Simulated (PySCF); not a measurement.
From one molecule to another.

First species: C4H13GeNSi.
SMILES: `C=CCCN[SiH2][GeH3]`

Second species: W(CH)Cl3, CHCl3W (singlet state).
Structure used (PBE0-D3(BJ)/def2-SVP), in Å, numbered top down from 1:
```xyz
6
CHCl3W angstrom
W     -0.041   -0.001   -0.489
C      0.110    0.004    1.237
H      0.207    0.007    2.326
Cl     2.109   -0.005   -1.214
Cl    -1.192    1.902   -0.936
Cl    -1.192   -1.907   -0.923
```

Levels: wB97X-D/def2-SVPD for dipole moment, HOMO energy, LUMO energy, HOMO–LUMO gap and static isotropic polarisability; TDDFT wB97X-D/def2-SVPD for lowest singlet excitation; TDA wB97X-D/def2-SVPD for lowest triplet excitation (Tamm–Dancoff). Geometries: PBE0-D3(BJ)/def2-SVP. All species are isolated and taken at one optimised geometry (atoms past krypton carry core potentials, spin–orbit coupling is left out). Electronic properties by PySCF.

The conformers computed, where there is a choice (atom-mapped SMILES and torsion angles):
- `[CH2:1]=[CH:2][CH2:3][CH2:4][NH:5][SiH2:6][GeH3:7]`: C1–C2–C3–C4 -117°, C2–C3–C4–N5 -60°, C3–C4–N5–Si6 -84°, C4–N5–Si6–Ge7 -162°

| property | column X | column Y |
| --- | --- | --- |
| dipole moment | 1.03 D | 0.93 D |
| HOMO energy | -8.61 eV | -9.75 eV |
| LUMO energy | 1.61 eV | -1.42 eV |
| HOMO–LUMO gap | 10.22 eV | 8.33 eV |
| lowest singlet excitation | 5.85 eV | 2.96 eV |
| lowest triplet excitation (Tamm–Dancoff) | 4.47 eV | 2.74 eV |
| static isotropic polarisability | 121.5 au | 92.0 au |

(1) Which column belongs to which species?

(2) How does each property change from the first species to the second?

Answers

(1) Column X is the first species and column Y the second. The first has 20 atoms and 90 electrons, the second 6 and 132.

(2) dipole moment -0.10 D; HOMO energy -1.14 eV; LUMO energy -3.03 eV; HOMO–LUMO gap -1.89 eV; lowest singlet excitation -2.89 eV; lowest triplet excitation (Tamm–Dancoff) -1.73 eV; static isotropic polarisability -29.5 au.

On the first: In wavenumbers S1 is 47200 cm⁻¹ (1 eV = 8065.54 cm⁻¹). The polarisability is 18.01 Å³ as a volume (1 au = 0.148185 Å³), or 1.35 au for each of the 90 electrons. The calculation is non-relativistic and has no spin–orbit coupling, an omission that weighs most on germanium.

On the second: S1 lies 5.37 eV below the HOMO–LUMO gap. The polarisability is 13.64 Å³ as a volume (1 au = 0.148185 Å³). Atoms past krypton carry effective core potentials; spin–orbit coupling is left out.
